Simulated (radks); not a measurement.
Species: the neon ion Ne3+. Configuration: [He] 2s1 2p3 3d1 (not the ground configuration).

Calculated with a radial shooting solver on a logarithmic mesh with Libxc functionals: Dirac Kohn-Sham, PBEsol, spin-unpolarised, spherical densities, point nucleus; open shells fill j = l - 1/2 first.

Energy parts (eV):
part                     energy
total                 -3277.917
kinetic                3280.202
electron-nucleus      -7366.049
Hartree                1061.600
exchange-correlation   -253.670

Orbitals (lengths in bohr, moments of r in powers of bohr; r(max) is where P^2 peaks):
| orbital | occ. | eigenvalue (eV) | r(max) |
|---|---|---|---|
| 1s1/2 | 2 | -934.3667 | 0.1027 |
| 2s1/2 | 1 | -116.8493 | 0.6343 |
| 2p1/2 | 2 | -95.0419 | 0.5420 |
| 2p3/2 | 1 | -94.8711 | 0.5430 |
| 3s1/2 | 0 | -32.8089 | 2.027 |
| 3p1/2 | 0 | -27.6379 | 2.128 |
| 3p3/2 | 0 | -27.6120 | 2.130 |
| 3d3/2 | 1 | -21.2537 | 2.030 |
| 3d5/2 | 0 | -21.2510 | 2.030 |
| 4d3/2 | 0 | -10.5224 | 5.128 |
| 4d5/2 | 0 | -10.5213 | 5.129 |
| 4f5/2 | 0 | -9.6917 | 4.161 |
| 4f7/2 | 0 | -9.6915 | 4.161 |

The highest occupied level is 3d3/2 at -21.254 eV. The configuration is held as typed, so some empty levels lie below it. Summed over all electrons, <r^2> = 9.372 bohr^2, which gives a Langevin (diamagnetic) susceptibility term of -7.42 x 10^-6 cm^3/mol.
